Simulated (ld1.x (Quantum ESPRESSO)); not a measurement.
**Varying the PAW potential for Ge**

Base potential:

- Element: Ge
- Generator: ld1.x (Quantum ESPRESSO) 7.5
- Type: PAW
- Functional: LDA (PZ)
- Relativity: scalar-relativistic
- Frozen core: [Ar]
- Valence charge: 14
- Reference configuration: 3d10 4s2 4p2
- Partial waves: 4s (bound): rcut 1.40, rcutus 1.75 bohr; 4s channel at 1.5 Ry: rcut 1.40, rcutus 1.75 bohr; 4p (bound): rcut 1.50, rcutus 2.00 bohr; 4p channel at 2.05 Ry: rcut 1.50, rcutus 2.00 bohr; 3d (bound): rcut 1.00, rcutus 1.35 bohr; 3d channel at 0.8 Ry: rcut 1.00, rcutus 1.35 bohr
- Local potential: all-electron potential smoothed inside 1.45 bohr (lloc = -1)
- Core correction: Bessel-smoothed model core inside 1.10 bohr
- Augmentation charge: PSQ, inside the norm-conserving radii

All-electron outer shells of the reference configuration (LDA (PZ), scalar-relativistic, ld1.x):

| shell | level (eV) | outermost node (bohr) | outermost maximum (bohr) |
| --- | --- | --- | --- |
| 3s | -167.73 | 0.26 | 0.54 |
| 3p | -115.38 | 0.23 | 0.54 |
| 3d | -29.55 | – | 0.50 |
| 4s | -11.95 | 0.77 | 1.73 |
| 4p | -4.05 | 0.82 | 2.19 |

Cutoffs, loose and tight: the cutoffs (Ry, on a coarse ladder) from which the occupation-weighted sum of valence levels, in a spherical-Bessel basis at the reference potential, stays within 10 and 1 mRy of its value at 400 Ry. They do not see the model core or the augmentation charge, which bear on the density cutoff. Test errors are all-electron minus pseudo excitation energies from the reference, over the configurations 3d10 4s2 4p1; 3d10 4s2 4p0; 3d10 4s1 4p0; 3d10 4s1 4p2; 3d10 4s2 4p2.3; 3d10 4s0 4p4; 3d10 4s0 4p0 (two spin-polarised tests are not counted in the largest error). A dash means not determined; rows that change the core or the reference have their own tests. The largest error is taken over the tests solved by every variant that gives reliable tests at all: 3d10 4s0 4p4; 3d10 4s1 4p0; 3d10 4s1 4p2; 3d10 4s2 4p0; 3d10 4s2 4p1; 3d10 4s2 4p2.3.

| change | outcome | cutoff, loose | cutoff, tight | bound ghosts | largest test error (meV) |
| --- | --- | --- | --- | --- | --- |
| base | generated | 60 Ry | 110 Ry | none | -12 |
| augmentation BESSEL, radius 0.90 bohr | generated | 60 Ry | 110 Ry | none | -9.5 |
| local potential all-electron potential smoothed inside 1.48 bohr (lloc = -1) | generated | 60 Ry | 110 Ry | none | -12 |
| core correction Bessel-smoothed model core inside 1.00 bohr | generated | 60 Ry | 110 Ry | none | -12 |
| waves 4s (bound): rcut 1.40, rcutus 2.26 bohr; 4s channel at 1.5 Ry: rcut 1.40, rcutus 2.26 bohr | generated | 60 Ry | 110 Ry | none | -10 |
| core [Ne] 3s2, valence charge 20; reference 3p6 3d10 4s1.75 4p2.25; waves now 4s (bound): rcut 1.45, rcutus 2.00 bohr; 4s channel at 1.5 Ry: rcut 1.45, rcutus 2.00 bohr; 3p (bound): rcut 0.90, rcutus 1.00 bohr; 4p (bound): rcut 0.90, rcutus 1.00 bohr; 3d (bound): rcut 0.95, rcutus 1.05 bohr; 3d channel at 0.8 Ry: rcut 0.95, rcutus 1.05 bohr; local potential all-electron potential smoothed inside 1.00 bohr (lloc = -2); core correction a·sin(br)/r model core inside 0.55 bohr | generated | 140 Ry | 230 Ry | none | +488 |
| waves 4p (bound): rcut 1.50, rcutus 2.68 bohr; 4p channel at 2.05 Ry: rcut 1.50, rcutus 2.68 bohr | generated | 60 Ry | 110 Ry | none | -12 |
| local potential all-electron potential smoothed inside 1.70 bohr (lloc = -1) | generated | 60 Ry | 110 Ry | none | -12 |
| wave 4s channel at 1.5 Ry: rcut 1.40, rcutus 1.75 bohr becomes 4s channel at 6.66 Ry: rcut 1.40, rcutus 1.75 bohr | generated | 60 Ry | 110 Ry | none | -11 |

Q: What comes out with this change to the base: reference 3d10 4s1.75 4p2.25?

A: outcome: generated; cutoff, loose: 60 Ry; cutoff, tight: 110 Ry; bound ghosts: none; largest test error (meV): -264 over the solved tests; 1 of 9 tests not solved or not reliable.

Q: What comes out with this change to the base: type RRKJ; waves now 4p (bound): rc 2.00 bohr; 3d (bound): rc 1.35 bohr; 4s (bound): rc 1.75 bohr; local potential the s channel; rho0 0.02?

A: outcome: generated; cutoff, loose: 140 Ry; cutoff, tight: 200 Ry; bound ghosts: none; largest test error (meV): -18.

Q: What comes out with this change to the base: waves 3d (bound): rcut 1.00, rcutus 1.70 bohr; 3d channel at 0.8 Ry: rcut 1.00, rcutus 1.70 bohr?

A: outcome: generated; cutoff, loose: 40 Ry; cutoff, tight: 60 Ry; bound ghosts: none; largest test error (meV): -14.
